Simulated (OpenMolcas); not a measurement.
# What dynamic correlation does to the levels of Si

```
Program             : OpenMolcas 26.06
Basis               : ANO-RCC-VQZP [6s5p3d2f1g]
Scalar Hamiltonian  : DKH2, point nucleus
Active space        : 2 electrons in 9 orbitals (RAS2 3p; RAS3 3d 4s, at most 1 electron)
State averaging     : 2S+1 = 3 even, 3 roots; 2S+1 = 1 even, 6 roots; 2S+1 = 3 odd, 18 roots; 2S+1 = 1 odd, 8 roots
Spin-orbit coupling : RASSI with atomic mean-field integrals over the reference wave functions, term energies averaged over their components
```

Methods on the same reference wave functions:
A. RASSCF
B. SS-RASPT2, IPEA 0.25 Eh, imaginary shift 0.1 Eh (closed shells correlated: 2s 2p 3s)
C. MS-RASPT2, IPEA 0.25 Eh, imaginary shift 0.1 Eh (closed shells correlated: 2s 2p 3s)

Energies in eV above 3s2 3p2 3P0, the measured ground level; measured values from NIST Handbook of Basic Atomic Spectroscopic Data.

```tsv
Level	A	B	C	Measured
3s2 3p2 3P0	0.0000	0.0000	0.0000	0.0000
3s2 3p2 3P1	0.0082	0.0083	0.0083	0.0096
3s2 3p2 3P2	0.0242	0.0242	0.0242	0.0277
3s2 3p2 1D2	1.0831	0.756	0.756	0.7810
3s2 3p2 1S0	2.6414	2.393	2.393	1.9087
3s2 3p 4s 3P* 0	5.4121	5.351	5.351	4.9201
3s2 3p 4s 3P* 1	5.4208	5.360	5.360	4.9296
3s2 3p 4s 3P* 2	5.4396	5.379	5.379	4.9538
3s2 3p 4s 1P* 1	5.7872	5.594	5.594	5.0823
3s2 3p 3d 3F* 2	6.8423	6.826	6.826	
3s2 3p 3d 3F* 3	6.8520	6.835	6.835	
3s2 3p 3d 3F* 4	6.8644	6.847	6.847	
3s2 3p 3d 1D* 2	6.9979	6.440	6.440
```

Deviations, from unrounded energies. A percentage is the sum of absolute deviations over the sum of measured energies, with the sign that they share, or ± where signs differ.

| Against measurement | Levels | A | B | C |
| --- | --- | --- | --- | --- |
| mean absolute deviation (cm-1) | 8 | 3200 | 2300 | 2300 |
| fine structure of the ground term (%) | 2 | -12.9 | -12.9 | -12.9 |
| other terms of the ground configuration (%) | 2 | +38.5 | ±18.9 | ±18.9 |
| other configurations (%) | 4 | +10.9 | +9.0 | +9.0 |

B, C lie about equally close to measurement and A furthest from it. The largest miss of C in the table is 3s2 3p 4s 1P* 1, by +4100 cm-1. The ranking rests on the paired levels alone, and a cruder setting can come out closer through cancelling errors.

Between B and C no level of the table moves by more than 5 cm-1.

The two smallest mean deviations differ by little beside CASPT2's spread within terms, so their order carries little weight.

From A to B the spin-free energies of the other terms of 3s2 3p2 shown, above 3P, scale by factors of 0.69 to 0.91.

The lowest spin-free term lies below A's lowest term by 0.113 hartree in B, 0.113 hartree in C.

CASPT2 breaks the degeneracy within a term, and the mean is taken; among the terms shown or strongly mixed into the levels shown the widest spread is 190 cm-1 (3s2 3p 3d 3F*, C). ANO sets are built for valence states and can reach diffuse excited orbitals poorly, and with the s shell closed the s pⁿ⁺¹ terms that mix with these levels are absent. With the s shell closed, the reference lacks s² → p² mixing. Without dynamic correlation excited terms often stand tens of per cent too high (terms of higher spin than the ground term too low), and those without a measured partner can miss by more than the paired ones (holds for A). Some terms miss by over 15 % even with CASPT2, which points to a basis or an active space too small for the shells correlated (holds for B; C). Measured partners are found by configuration, term and J. A level has none where our copy of the source lacks it or the pairing is in doubt (some pairs that miss far off the trend of their configuration count as doubtful), and it then counts in no deviation. Only configurations of the active space appear. The table leaves out levels that lie high or whose names do not pair safely across all columns.

* marks odd parity.
